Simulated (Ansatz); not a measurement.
Compare A (`CS[SiH2]N`) with its isomer B (`NC([SiH3])S`).

Computed with Ansatz on PBE0-D4/def2-TZVP structures; ΔE is electronic, products minus reactants. CCSD(T)/CBS adds triple-zeta CCSD(T) − MP2 to the extrapolated MP2 energy (def2 sets, frozen cores). DFT in def2-TZVPP. B3LYP here is the variant with VWN-RPA as its local correlation; programs differ in this. Each species was taken in one conformer, which may not be the lowest.

(1) Which isomer does CCSD(T)/CBS put lower? Give the gap. (Estimate.)

(2) Give E(B) − E(A) in kcal/mol with B2PLYP, ωB97M-V, CCSD/def2-TZVPP, r2SCAN-D4, B3LYP-D4, B3LYP, MP2/def2-TZVPP. (An estimate is asked.)

Largest T1 diagnostic: 0.011.

Results:

(1) The calculation gave: A, by 46.6 kcal/mol.

(2) Computed: B2PLYP 47.0, ωB97M-V 46.2, CCSD/def2-TZVPP 45.7, r2SCAN-D4 47.3, B3LYP-D4 46.2, B3LYP 46.7, MP2/def2-TZVPP 47.2. None reverses the order clearly.

In def2-TZVPP, CCSD(T) changes the Hartree–Fock value by −3.3 kcal/mol (the triples alone add −0.4 kcal/mol) and MP2 by −1.4 kcal/mol. From PBE to PBE0 (25 % exact exchange), in def2-TZVPP and without D4, E(B) − E(A) moves by +1.2 kcal/mol.
